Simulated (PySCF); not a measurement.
## Caesium: a sound run and one with changed settings

Sound run: Cs+ [Xe], Cs(2+) [Kr] 4d10 5s2 5p5. Calculation: PySCF 2.14, in Sapporo-DKH3-DZP-2012; scalar relativity by spin-free X2C-1e. In the sound run the correlated levels freeze [Kr] 4d10 5s2. The sound run starts from symmetry-adapted Hartree-Fock orbitals and uses a fine grid where one is needed.

Changed run: no relativity, point nucleus. This setting is unsound on purpose.

| species | method | sound run (hartree) | changed run (hartree) | converged |
| --- | --- | --- | --- | --- |
| Cs+ | UHF | -7782.51031 | -7257.56584 | yes |
| Cs+ | MN15 | -7791.03811 | -7266.57308 | yes |
| Cs+ | M06-L | -7785.36188 | -7260.55664 | yes |
| Cs+ | MP2 | -7782.59368 | -7257.65400 | yes |
| Cs+ | CCSD(T) | -7782.60232 | -7257.66308 | yes |
| Cs(2+) | UHF | -7781.67693 | -7256.68364 | yes |
| Cs(2+) | MN15 | -7790.17283 | -7265.63451 | yes |
| Cs(2+) | M06-L | -7784.50758 | -7259.64426 | yes |
| Cs(2+) | MP2 | -7781.73143 | -7256.74133 | yes |
| Cs(2+) | CCSD(T) | -7781.74048 | -7256.75101 | yes |

Ionisation energy of Cs+:

| method | sound run (eV) | changed run (eV) |
| --- | --- | --- |
| UHF | 22.677 | 24.006 |
| MN15 | 23.545 | 25.540 |
| M06-L | 23.246 | 24.827 |
| MP2 | 23.463 | 24.835 |
| SCS-MP2 | 23.420 | 24.791 |
| CCSD | 23.450 | 24.816 |
| CCSD(T) | 23.452 | 24.819 |

Most of the change in total energy is the relativistic energy itself. On top of that the contraction fixes the core shape for the Hamiltonian it was made with, so the changed run is not a good calculation with the other Hamiltonian either.

For comparison, NIST gives 23.157 eV between the lowest levels.
